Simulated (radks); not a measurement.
Values are calculated unless marked as measured or tabulated.
A nucleus of charge 12.5 with 12 electrons, configuration [Ne] 3s2.

Code: a radial shooting solver on a logarithmic mesh with Libxc functionals. Model: non-relativistic Kohn-Sham, BLYP, spin-unpolarised, spherical densities, point nucleus.

Energy parts (hartree):
part                      energy
total                 -220.59681
kinetic                220.24265
electron-nucleus      -525.95766
Hartree                102.52601
exchange-correlation   -17.40781

Orbitals (lengths in bohr, moments of r in powers of bohr; <r^-3> diverges for s and p1/2):
orbital,occ.,eigenvalue (hartree),<r^-3>
1s,2,-50.87037,-
2s,2,-3.54904,-
2p,6,-2.25326,30.29
3s,2,-0.33626,-

The highest occupied level is 3s at -9.150 eV. The density falls to 0.001 e/bohr^3 at r = 4.18 bohr. Summed over all electrons, <r^2> = 21.13 bohr^2, which gives a Langevin (diamagnetic) susceptibility term of -16.7 x 10^-6 cm^3/mol. The electron density at the nucleus is 1246 e/bohr^3.
